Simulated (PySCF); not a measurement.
A GIAO shielding run with PySCF 2.14.0 with density-fitted response routines (density fitting, non-relativistic, gas phase) on `C=C(F)[SiH2]NC`, C$_{3}$H$_{8}$FNSi:

```
$ OMP_NUM_THREADS=1 python probes_run.py task.json out

{"job": {"kind": "nmr", "xc": "KT3", "basis": "pcSseg-1", "pop": false}, "charge": 0, "multiplicity": 1}
C      2.859103    -0.248417    -0.104613
C      1.682228     0.374047    -0.121697
F      1.459111     1.351160    -1.029802
Si     0.211733     0.076544     1.023255
N     -1.170737     0.046973    -0.007372
C     -2.525676    -0.205425     0.416488
H      3.655985     0.022634    -0.802949
H      3.039596    -1.047696     0.616438
H      0.196707     1.149623     2.075123
H      0.395460    -1.227715     1.728534
H     -1.090174     0.585972    -0.863529
H     -2.529739    -0.902302     1.270158
H     -3.076031     0.700791     0.736837
H     -3.113138    -0.686750    -0.383350
```

Hardware: 1 thread of an Arm Neoverse V2, shared host.

Question: How large is the calculation?

Answer: 56 electrons, 149 basis functions and 791 auxiliary functions.

Question: How long does it take, and how much memory does it need?

Answer: 17 s of wall time, with 15 SCF cycles; peak memory 0.8 GiB. Times on a shared host scatter by some tens of per cent.

Question: And these other runs on the same molecule and hardware: GIAO shielding at B3LYP/pcSseg-1; GIAO shielding at B97-D/pcSseg-1; GIAO shielding at BLYP/pcSseg-1; GIAO shielding at BP86/pcSseg-1; GIAO shielding at HF/pcSseg-1; GIAO shielding at KT2/pcSseg-1?

Answer: B3LYP/pcSseg-1: 149 functions, 12 s; B97-D/pcSseg-1: 149 functions, 17 s; BLYP/pcSseg-1: 149 functions, 16 s; BP86/pcSseg-1: 149 functions, 17 s; HF/pcSseg-1: 149 functions, 5.8 s; KT2/pcSseg-1: 149 functions, 17 s.
